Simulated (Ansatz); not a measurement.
One change: `CC(C)CCl` becomes `C[CH](C)[SnH3]`.

Ansatz, PBE0-D4/def2-TZVP geometries, multiplicity 1. Each molecule was computed in one conformer, which needn't be the lowest.

Elements past krypton have def2 core potentials.

| property | `CC(C)CCl` |
| --- | --- |
| HOMO–LUMO gap (PBE/def2-TZVPP) / eV | 6.63 |
| size of the dipole moment (PBE/def2-TZVPP) / D | 1.97 |
| LUMO energy (PBE/def2-TZVPP) / eV | -0.21 |
| size of the dipole moment (B3LYP/def2-TZVPP) / D | 2.03 |
| LUMO energy (ωB97M-V/def2-TZVPP) / eV | 2.38 |
| HOMO–LUMO gap (PBE0/def2-TZVPP) / eV | 9.03 |

Problem. Give the same properties after the change, and the shifts. (Best estimate.)

Solution. Computed: 
```csv
property,`C[CH](C)[SnH3]`,shift
HOMO–LUMO gap (PBE/def2-TZVPP) / eV,5.97,-0.66
size of the dipole moment (PBE/def2-TZVPP) / D,1.08,-0.89
LUMO energy (PBE/def2-TZVPP) / eV,-0.38,-0.17
size of the dipole moment (B3LYP/def2-TZVPP) / D,1.06,-0.97
LUMO energy (ωB97M-V/def2-TZVPP) / eV,1.69,-0.69
HOMO–LUMO gap (PBE0/def2-TZVPP) / eV,7.82,-1.21
```

With PBE0 the HOMO rises by 0.80 eV and the LUMO falls by 0.41 eV, so the gap narrows by about 1.21 eV. PBE moves the HOMO by 0.49 eV and ωB97M-V by 0.99 eV. Dipoles are sizes alone; their direction can turn.

B3LYP here is the variant with VWN-RPA as its local correlation; programs differ in this.
